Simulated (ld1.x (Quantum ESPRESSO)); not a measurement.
# phosphorus TM semilocal: all-electron and pseudo phase curves

ld1.x (Quantum ESPRESSO) 7.5 input, shortened:

```
&input
   title='P', zed=15., rel=1, dft='PBE', iswitch=3,
   config='[Ne] 3s1.75 3p3.25 3d-2'
 /
 &inputp
   pseudotype=1, tm=.true., lloc=2,
   nlcc=.false.
 /
3
3S  1  0   1.75   0.00  2.00  2.00  0.0
3P  2  1   3.25   0.00  2.56  2.56  0.0
3D  3  2  -2.00   0.40  2.14  2.14  0.0
 &test
   configts(1)='3s1.75 3p3.25'
 /
```

The phase is arctan(r·u′/u) with u = r·R(r), unwrapped; energies in Ry, scanned from -3 to 5 Ry. A pole is an energy at which the radial function vanishes at the test radius. The pseudo phase is shifted by a multiple of π to meet the all-electron one at the reference energy, and phase errors are pseudo minus all-electron; the curves can meet again beyond the range given. Levels narrower than the energy grid can be missing from the lists of poles.

Question: For each channel, where are the poles, and over which energies does the pseudopotential scatter like the atom?

Answer:

```
channel  radius (bohr)  reference energy (Ry)  poles, all-electron  poles, pseudo  unbroken range about the reference energy with phases within 0.05 rad  phase error 1 Ry above the reference energy (rad)
      s           2.82                  -1.04                -0.60    -0.60, 4.22                                                              below 1.1                                             -0.004
      p           2.82                  -0.42                 0.28           0.27                                                              below 1.9                                             -0.003
      d           2.82                   0.40                 1.48           1.50                                                              below 2.7                                             +0.004
```

Phases in the s channel:

```
E (Ry)  all-electron  pseudo
 -3.00         1.321   1.320
 -2.76         1.302   1.301
 -2.52         1.277   1.276
 -2.28         1.243   1.242
 -2.04         1.191   1.190
 -1.80         1.103   1.101
 -1.56         0.906   0.903
 -1.32         0.231   0.228
 -1.08        -1.022  -1.022
 -0.84        -1.425  -1.425
 -0.60        -1.571  -1.572
 -0.36        -1.651  -1.654
 -0.12        -1.709  -1.713
  0.12        -1.759  -1.764
  0.36        -1.808  -1.817
  0.60        -1.863  -1.879
  0.84        -1.933  -1.960
  1.08        -2.029  -2.079
  1.32        -2.176  -2.280
  1.56        -2.430  -2.663
  1.80        -2.888  -3.311
  2.04        -3.505  -3.892
  2.28        -3.963  -4.206
  2.52        -4.217  -4.373
  2.76        -4.362  -4.474
  3.00        -4.453  -4.541
  3.24        -4.516  -4.590
  3.48        -4.562  -4.628
  3.72        -4.598  -4.659
  3.96        -4.627  -4.686
  4.20        -4.650  -4.710
  4.44        -4.671  -4.733
  4.68        -4.689  -4.755
  4.92        -4.706  -4.777
```
